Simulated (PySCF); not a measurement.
## Excitation energy of As by level of theory

As [Ar] 3d10 4s2 4p3 (4S) → As [Ar] 3d10 4s1 4p3 4d1 (6D), as a difference of total energies. Calculation: PySCF 2.14, in aug-cc-pVQZ-PP with one added diffuse shell each of s, p, d, f, g type with ECP10MDF (8s7p6d4f3g, 114 functions); a scalar-relativistic core potential. Correlated levels: valence: 3s2 3p6 3d10 frozen. The calculations carry no spin-orbit coupling.

| method | excitation energy (eV) |
| --- | --- |
| UHF | 12.478 |
| LDA | 15.206 |
| PBE | 14.774 |
| r2SCAN | 14.419 |
| BLYP | 15.215 |
| M06 | 15.296 |
| MP2 (valence) | 13.901 |
| SCS-MP2 (valence) | 14.294 |

**Question.** Estimate what PBE0 gives.

**Answer.** 14.514 eV, closest to r2SCAN among the rows shown.

**Question.** Estimate what PBEsol gives.

**Answer.** 14.714 eV, closest to PBE among the rows shown.

The upper state lies above the first ionisation limit, but in LS coupling its spin forbids autoionisation to the ground ion.

The promoted electron is Rydberg-like, and one or two diffuse shells describe it only roughly, which tends to raise the upper state.
